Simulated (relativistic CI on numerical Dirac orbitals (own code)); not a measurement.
**Lu⁶⁺: sensitivity of the levels to the model**

Base calculation: Dirac-Coulomb-Breit CI, KLI orbitals optimised for each configuration, QED by a radiative potential, unscaled Slater integrals.

CI space (outside the closed core [Kr] 4d10): 4f¹³5s²5p⁴, 4f¹²5s²5p⁵, 4f¹²5s5p⁶, 4f¹⁴5s²5p³, 4f¹³5s5p⁵, 4f¹³5s²5p³5d, 4f¹¹5s²5p⁵6s, 4f¹²5s²5p⁴6s, 4f¹⁴5s²5p²5d, 4f¹⁴5s5p⁴, 4f¹³5s²5p³6s, 4f¹¹5s²5p⁶, 4f¹⁰5s²5p⁶6s, 4f¹³5p⁶, 4f¹²5p⁶6s, 4f¹⁴5s5p³5d, 4f¹⁴5s5p²5d², 4f¹⁴5s²5p²5f, 4f¹⁴5s²5p5d5f. The list is cut by size and lacks configurations that can hold low levels.

Variants: (1) P86 correlation estimate; (2) Breit term removed. Shifts of the energy above 4f¹¹5s²5p⁶ ⁴I°15/2, in cm⁻¹, for the lowest level and the first level of each name with at least 55 % of one term (blank where a level changes its place among those of its configuration and J or its character, or is not in the variant):

| Level | Base | Δ(1) | Δ(2) |
| --- | --- | --- | --- |
| 4f¹¹5s²5p⁶ ⁴I°15/2 | 0.0 | 0.0 | 0.0 |
| 4f¹¹5s²5p⁶ ⁴I°13/2 | 10158.9 | 0.0 | +421.4 |
| 4f¹¹5s²5p⁶ ⁴I°11/2 | 15455.6 | -0.6 | +291.2 |
| 4f¹¹5s²5p⁶ ²H°11/2 | 29075.7 | -3.5 | +208.5 |
| 4f¹¹5s²5p⁶ ⁴S°3/2 | 29177.1 | -4.8 | -527.2 |
| 4f¹¹5s²5p⁶ ⁴F°7/2 | 32664.6 | -1.8 | +48.1 |
| 4f¹¹5s²5p⁶ ⁴F°5/2 | 35261.2 | -2.7 | -58.5 |
| 4f¹¹5s²5p⁶ ²K°15/2 | 40305.1 | -0.1 | +509.0 |
| 4f¹¹5s²5p⁶ ⁴G°11/2 | 41405.5 | -4.1 | +351.5 |
| 4f¹¹5s²5p⁶ ²G°7/2 | 42793.2 | -4.5 | +64.8 |
| 4f¹¹5s²5p⁶ ⁴G°9/2 | 43733.7 | -4.5 | +276.9 |
| 4f¹¹5s²5p⁶ ²K°13/2 | 48465.9 | -0.7 | +776.4 |
| 4f¹¹5s²5p⁶ ²P°1/2 | 50893.4 | -7.5 | -72.8 |
| 4f¹¹5s²5p⁶ ⁴G°7/2 | 53166.1 | -4.4 | +608.7 |

At this charge configurations can still be misplaced by up to about 7 % of their energy. Terms inside the open d or f shell come out 10 to 20 % too wide with unscaled integrals. Levels and lines within the n = 5 or 6 shells can be off by up to 10 % or somewhat more, and those that change n by about 2 %, since core polarisation is missing. Levels that differ in their count of f electrons can be misplaced by several ten thousand cm⁻¹, since the correlation energy of f electrons is missing or only estimated; rates across such gaps can be off by orders of magnitude. The computed lowest level isn't the tabulated ground level, which NIST ASD gives as 4f13 5p4 °.

Ionisation energy from the two ground configurations alone: base 111.354 eV; P86 correlation estimate 112.804 eV; Breit term removed 111.458 eV. The NIST ASD value (theoretical) is 117 eV. The gap of more than 2 % comes from missing correlation, or from a tabulated value that is itself an estimate.

LS names give the leading component of a level, which can be under half, so a name can repeat, a term be missing and a line seem to break the LS rules.
